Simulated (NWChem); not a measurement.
All runs are NWChem calculations. System: bromine (Br2), charge 0, spin multiplicity 1, at a geometry optimised with PBE0/def2-SVP. Level: G0W0@PBE0/def2-TZVP, RI basis def2-tzvp-rifit.

Job file:

```
start mol
memory heap 200 mb stack 700 mb global 1700 mb
geometry units angstroms nocenter noautoz
  Br     0.000000     0.000000     1.149171
  Br     0.000000     0.000000    -1.149171
  symmetry group D2h
end
basis spherical
  * library def2-tzvp
end
basis "ri basis" bse spherical
  * library def2-tzvp-rifit
end
dft
  xc pbe0
  iterations 100
  direct
  tolerances tight
end
task dft energy
gw
  states alpha occ 4 vir 2
end
task dft gw
```

Part of the output:

```
             Northwest Computational Chemistry Package (NWChem) 7.3.0
             --------------------------------------------------------

                                NWChem Input Module
                                -------------------

 Scaling coordinates for geometry "geometry" by  1.889725989
 (inverse scale =  0.529177249)

 Turning off AUTOSYM since
 SYMMETRY directive was detected!

                             Geometry "geometry" -> ""
                             -------------------------

 Output coordinates in angstroms (scale by  1.889725989 to convert to a.u.)

  No.       Tag          Charge          X              Y              Z
 ---- ---------------- ---------- -------------- -------------- --------------
    1 Br                  35.0000     0.00000000     0.00000000     1.14917100
    2 Br                  35.0000     0.00000000     0.00000000    -1.14917100

 Effective nuclear repulsion energy (a.u.)     282.0477239787

            Nuclear Dipole moment (a.u.)
            ----------------------------
        X                 Y               Z
 ---------------- ---------------- ----------------
     0.0000000000     0.0000000000     0.0000000000

      Symmetry information
      --------------------

 Group name             D2h
 Group number             26
 Group order               8
 No. of unique centers     1

      Symmetry unique atoms

     1


 Summary of "ao basis" -> "" (spherical)
 ------------------------------------------------------------------------------
       Tag                 Description            Shells   Functions and Types
 ---------------- ------------------------------  ------  ---------------------
 *                         def2-tzvp                  on all atoms

 new library libraries.bse/

 Summary of "ri basis" -> "" (spherical)
 ------------------------------------------------------------------------------
       Tag                 Description            Shells   Functions and Types
 ---------------- ------------------------------  ------  ---------------------
 *                      def2-tzvp-rifit               on all atoms

                                 NWChem DFT Module
                                 -----------------

 Summary of "ao basis" -> "ao basis" (spherical)
 ------------------------------------------------------------------------------
       Tag                 Description            Shells   Functions and Types
 ---------------- ------------------------------  ------  ---------------------
 Br                        def2-tzvp                16       48   6s5p4d1f

 Summary of "ao basis" -> "ao basis" (spherical)
 ------------------------------------------------------------------------------
       Tag                 Description            Shells   Functions and Types
 ---------------- ------------------------------  ------  ---------------------
 Br                        def2-tzvp                16       48   6s5p4d1f

      Symmetry analysis of basis
      --------------------------

        ag         21
        au          5
        b1g         5
        b1u        21
        b2g        11
        b2u        11
        b3g        11
        b3u        11

            General Information
            -------------------
          SCF calculation type: DFT
          Wavefunction type:  closed shell.
          No. of atoms     :     2
          No. of electrons :    70
           Alpha electrons :    35
            Beta electrons :    35
          Charge           :     0
[...]
   Bfn.  Coefficient  Atom+Function         Bfn.  Coefficient  Atom+Function
  ----- ------------  ---------------      ----- ------------  ---------------
    16      0.400448  1 Br px                64     -0.400448  2 Br px
    10     -0.268952  1 Br px                58      0.268952  2 Br px
    13      0.248605  1 Br px                19      0.247730  1 Br px
    61     -0.248605  2 Br px                67     -0.247730  2 Br px
     7      0.081782  1 Br px                55     -0.081782  2 Br px

 Vector   36  Occ=0.000000D+00  E=-1.330097D-01  Symmetry=b1u
              MO Center=  9.9D-18,  9.9D-18, -2.7D-16, r^2= 3.6D+00
   Bfn.  Coefficient  Atom+Function         Bfn.  Coefficient  Atom+Function
  ----- ------------  ---------------      ----- ------------  ---------------
    21      0.410340  1 Br pz                69      0.410340  2 Br pz
    18      0.406002  1 Br pz                66      0.406002  2 Br pz
    12     -0.267984  1 Br pz                60     -0.267984  2 Br pz
     6     -0.255411  1 Br s                 15      0.255667  1 Br pz
    54      0.255411  2 Br s                 63      0.255667  2 Br pz

 Vector   37  Occ=0.000000D+00  E= 1.822408D-01  Symmetry=ag
              MO Center= -9.8D-15, -5.9D-15,  3.5D-12, r^2= 5.3D+00
   Bfn.  Coefficient  Atom+Function         Bfn.  Coefficient  Atom+Function
  ----- ------------  ---------------      ----- ------------  ---------------
    21      0.752044  1 Br pz                69     -0.752044  2 Br pz
    18     -0.503618  1 Br pz                66      0.503618  2 Br pz
    39      0.334216  1 Br d  0              87      0.334216  2 Br d  0
    24     -0.095582  1 Br d  0              72     -0.095582  2 Br d  0
     5      0.075972  1 Br s                 53      0.075972  2 Br s

 Vector   38  Occ=0.000000D+00  E= 1.857343D-01  Symmetry=b1u
              MO Center=  2.3D-26, -2.1D-26, -3.6D-12, r^2= 8.7D+00
   Bfn.  Coefficient  Atom+Function         Bfn.  Coefficient  Atom+Function
  ----- ------------  ---------------      ----- ------------  ---------------
    21      1.586232  1 Br pz                69      1.586232  2 Br pz
     6     -0.987971  1 Br s                 54      0.987971  2 Br s
    18     -0.499946  1 Br pz                66     -0.499946  2 Br pz
    39     -0.456963  1 Br d  0              87      0.456963  2 Br d  0
    12      0.146899  1 Br pz                60      0.146899  2 Br pz

 center of mass
 --------------
 x =   0.00000000 y =   0.00000000 z =   0.00000000

 moments of inertia (a.u.)
 ------------------
         753.760609686720           0.000000000000           0.000000000000
           0.000000000000         753.760609686720           0.000000000000
           0.000000000000           0.000000000000           0.000000000000

     Multipole analysis of the density
     ---------------------------------

     L   x y z        total         alpha         beta         nuclear
     -   - - -        -----         -----         ----         -------
     0   0 0 0     -0.000000    -35.000000    -35.000000     70.000000

     1   1 0 0     -0.000000     -0.000000     -0.000000      0.000000
     1   0 1 0     -0.000000     -0.000000     -0.000000      0.000000
     1   0 0 1      0.000000      0.000000      0.000000      0.000000

     2   2 0 0    -27.536327    -13.768164    -13.768164      0.000000
     2   1 1 0     -0.000000     -0.000000     -0.000000      0.000000
     2   1 0 1     -0.000000     -0.000000     -0.000000      0.000000
     2   0 2 0    -27.536327    -13.768164    -13.768164      0.000000
     2   0 1 1     -0.000000     -0.000000     -0.000000      0.000000
     2   0 0 2    -23.640184   -176.877504   -176.877504    330.114824

 Task  times  cpu:       13.4s     wall:       13.4s

                                NWChem Input Module
                                -------------------

                                 NWChem GW Module
                                 ----------------

                             ***********************
                             ***        GW       ***
                             ***********************

 Summary of "ri basis" -> "ri basis" (spherical)
 ------------------------------------------------------------------------------
       Tag                 Description            Shells   Functions and Types
 ---------------- ------------------------------  ------  ---------------------
 Br                     def2-tzvp-rifit             37      159   10s9p8d5f4g1h

                 Memory Information
                 ------------------
          Available GA per process is          1699.9 MBs
          Available stack per process is        700.0 MBs
          Available heap per process is           0.0 MBs

          Peak memory in Initialization
              Peak GA per process is                  9.3 MBs
              Peak stack per process is               0.1 MBs
              Peak heap per process is               10.0 MBs
              Memory not in MA per process            0.0 MBs

          Peak memory in AFF Calculation
              Peak GA per process is                 48.4 MBs
              Peak stack per process is              34.8 MBs
              Peak heap per process is                0.0 MBs
              Memory not in MA per process           34.8 MBs

          Computing 2-center integrals
          Computing Inverse Cholesky factor
          Computing 3-center integrals
          Computing V_xc ...

          Computing Sigma_x
          Computing RPA polarizability
          Solving quasiparticle equations

                  Alpha Orbitals
          State     Energy (eV)     Error (eV)
          -----------------------------------
@GW        32        -12.328           0.004
@GW        33        -12.328           0.004
@GW        34        -10.173           0.004
@GW        35        -10.173           0.004
@GW        36         -0.918           0.002
@GW        37          6.867           0.003

   Applying  -2.0482 eV scissor-shift to rest of particle states

   Applying   2.7011 eV scissor-shift to rest of hole states

     GW Timing Statistics
   ------------------------
   Init.   :          0.2s
     ERIs  :          1.2s
     Distr.:          0.0s
     Vxc   :          1.9s
   Sigma_x :          0.0s
   RPA     :          4.2s
   Wmn     :          0.0s
   Sigma_c :          0.0s
   GW total:          7.5s

 Task  times  cpu:        7.5s     wall:        7.5s

 Total times  cpu:       21.0s     wall:       21.0s
```
